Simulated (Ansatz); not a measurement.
Basis-set extrapolation for `C[O][Al]([NH2])[SH]` (PBE0-D4/def2-TZVP geometry, frozen core, Ansatz 0.2.0). Multiplicity 1, RHF reference.

```csv
,def2-TZVPP,def2-QZVPP
HF,-810.357876,-810.385115
MP2 correlation,-0.877308,-0.945396
CCSD(T) correlation,-0.956011,not run
```

Energies in hartree. Use E(X) = E(∞) + A·exp(−7.88·√X) for Hartree–Fock and E(X) = E(∞) + B·X^(−2.97) for correlation, with X = 3 and 4, and add CCSD(T) minus MP2 of the smaller set to the MP2 limit.

Task: What is the CCSD(T) energy at the basis-set limit?

Result: HF limit: -810.385115 + (-0.027239) × 0.13774 = -810.38887. MP2 limit: -0.945396 + (-0.068088) × 0.74074 = -0.99583. Higher-order term: -0.956011 − (-0.877308) = -0.07870. Total: -811.46340 hartree, 392.5 kJ/mol below CCSD(T)/def2-TZVPP.
